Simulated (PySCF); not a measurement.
A GIAO shielding run with PySCF 2.14 (density fitting, non-relativistic, gas phase) on `CCOC1=C[SiH2][C@H]1Cl`, C5H9ClOSi:

```
$ OMP_NUM_THREADS=1 python probes_run.py task.json out

{"job": {"kind": "nmr", "xc": "PBE0", "basis": "pcSseg-1"}, "charge": 0, "multiplicity": 1}
C      2.836042    -0.054330     0.917258
C      1.552857    -0.375155     0.169373
O      0.584085     0.601425     0.529907
C     -0.669799     0.461505     0.099388
C     -1.708643     1.291142     0.344885
Si    -2.952046     0.300739    -0.631684
C     -1.258308    -0.653039    -0.717552
Cl    -0.524315    -0.806727    -2.347395
H      2.665253    -0.091836     1.989909
H      3.176603     0.943796     0.656045
H      3.605745    -0.773675     0.652676
H      1.193341    -1.376794     0.436078
H      1.723967    -0.344951    -0.912844
H     -1.676409     2.186164     0.939251
H     -3.384772     0.784839    -1.937479
H     -4.001481    -0.443185     0.062502
H     -1.169117    -1.637889    -0.260226
```

Hardware: 1 thread of an Arm Neoverse V1, shared host. The job also computes population analyses, field gradients, ring-centre shieldings.

Problem. How large is the calculation?

Solution. 78 electrons, 195 basis functions and 1056 auxiliary functions.

Problem. How long does it take, and how much memory does it need?

Solution. 34 s of wall time, with 14 SCF cycles and 5 response iterations; peak memory 0.79 GiB. Times on a shared host scatter by some tens of per cent.
